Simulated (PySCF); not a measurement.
# Orbital energies and ionisation energy

BiH2(SiH3).
Cartesian coordinates in Å at the PBE0-D3(BJ)/def2-SVP level; atoms count from 1:
```xyz
7
BiH5Si angstrom
Bi     0.6471    1.1639    1.1976
H      2.0731    1.0506    0.1103
H     -0.1210    2.3350    0.0727
Si    -0.4841   -0.8394   -0.1619
H     -0.4708   -0.5975   -1.6357
H     -1.9006   -1.0067    0.2885
H      0.2563   -2.1060    0.1285
```

Level: CAM-B3LYP/def2-SVPD (PySCF). Frontier orbitals with their largest atomic shares (Löwdin; up to four atoms above 4 %):

```csv
orbital,ε (eV),main atoms
HOMO−3,-11.32,"Si4 43 %, H5 32 %, H6 12 %, H7 6 %"
HOMO−2,-10.29,"Bi1 39 %, H2 22 %, H3 22 %, Si4 9 %"
HOMO−1,-9.48,"Bi1 47 %, H3 15 %, H2 15 %, Si4 15 %"
HOMO,-8.41,?
LUMO,0.24,"Bi1 46 %, Si4 27 %, H5 8 %, H7 6 %"
LUMO+1,0.33,"Bi1 56 %, Si4 15 %, H3 12 %, H2 11 %"
LUMO+2,0.63,"Bi1 62 %, H2 14 %, H3 13 %, Si4 9 %"
```

**Question.** What vertical ionisation energy does ΔSCF give, and how far is −ε(HOMO) from it?

**Answer.** ΔSCF: 9.32 eV (899 kJ/mol; threshold wavelength 133 nm); ⟨S²⟩ of the doublet left behind is 0.757, against 0.75 for a pure doublet. −ε(HOMO) is 8.41 eV, 0.91 eV below it. In exact Kohn–Sham theory the two would be equal; CAM-B3LYP (range-separated hybrid) falls short of its own ΔSCF value by 10 %.

**Question.** On which atoms does the HOMO lie?

**Answer.** Bi1 (bismuth bonded to Si and 2 H) 55 %, Si4 (silicon bonded to Bi and 3 H) 26 %, H5 (hydrogen on silicon) 5 %, H3 (hydrogen on bismuth) 4 %. The HOMO−1 lies 1.07 eV lower.

**Question.** Shift the occupied levels rigidly so that −ε(HOMO) equals the ΔSCF value. What binding energies result?

**Answer.** The shift is +0.91 eV: HOMO 9.32, HOMO−1 10.39, HOMO−2 11.20, HOMO−3 12.23 eV. A rigid shift is only a rough guide to the deeper ionisations.

**Question.** What kinetic energy would electrons from this vertical process carry with 118.2 nm light (10.49 eV)?

**Answer.** 10.49 − 9.32 = 1.17 eV.

**Question.** What total energies stand behind the ΔSCF value?

**Answer.** E(N) = -506.98192 Eh and E(N − 1) = -506.63942 Eh at the same geometry, 0.34250 Eh apart.

Geometry: PBE0-D3(BJ)/def2-SVP; no solvent, vibrations or thermal averaging. Atoms past krypton carry effective core potentials; spin–orbit coupling is left out.
